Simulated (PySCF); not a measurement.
Species: C2H7AsOSi.
Bonds: C1–C2, C2–O3 (double), C2–Si4, Si4–As5. Hydrogens: H6, H7, H8 on C1; H9, H10 on Si4; H11, H12 on As5.

Level of theory: PBE0-D3(BJ)/def2-SVP geometry optimisation, gas phase (PySCF).

Q: List the bond lengths, angles and torsions at this level.

A: 
| bond | length (Å) |
| --- | --- |
| C1–C2 | 1.505 |
| C2=O3 | 1.211 |
| C2–Si4 | 1.948 |
| Si4–As5 | 2.359 |
| C1–H6, C1–H7, C1–H8 | 1.101 |
| Si4–H9, Si4–H10 | 1.498 |
| As5–H11, As5–H12 | 1.527 |

Bonds in one row agree within 0.01 Å and their mean is given. A selection of angles:
| angle | degrees |
| --- | --- |
| C2–C1–H6 | 110.0 |
| H6–C1–H7 | 106.7 |
| H6–C1–H8 | 110.1 |
| C1–C2–O3 | 122.3 |
| C1–C2–Si4 | 120.3 |
| O3–C2–Si4 | 117.4 |
| C2–Si4–As5 | 102.7 |
| C2–Si4–H9 | 109.7 |
| As5–Si4–H9 | 116.1 |
| As5–Si4–H10 | 111.1 |
| H9–Si4–H10 | 107.5 |
| Si4–As5–H11 | 92.2 |
| H11–As5–H12 | 92.3 |

Dihedral angles: C1–C2–Si4–As5 -178° (antiperiplanar). The mirror-image conformer, all signs reversed, is as good.

As5 (arsenic bonded to Si and 2 H) is pyramidal (angles 92.3°, 92.2° and 91.1°, sum 275.6°, 0.95 Å off the plane of its three neighbours). The 5 heavy atoms lie in one plane (0.015 Å rms). Si4 (SiH2 silicon) is distorted tetrahedral (angles from 102.7° to 116.1°).

Not checked by PBE0-D3(BJ)/def2-SVP frequencies. One conformer, not necessarily the lowest (C1–C2–Si4–As5 -178°, C2–Si4–As5–H 166° and 74°).

Hardware: one thread, Arm Neoverse V1 (aarch64), on a shared host. Cost: 42 s, 0.52 GiB resident at most. That covers the optimisation of the geometry.
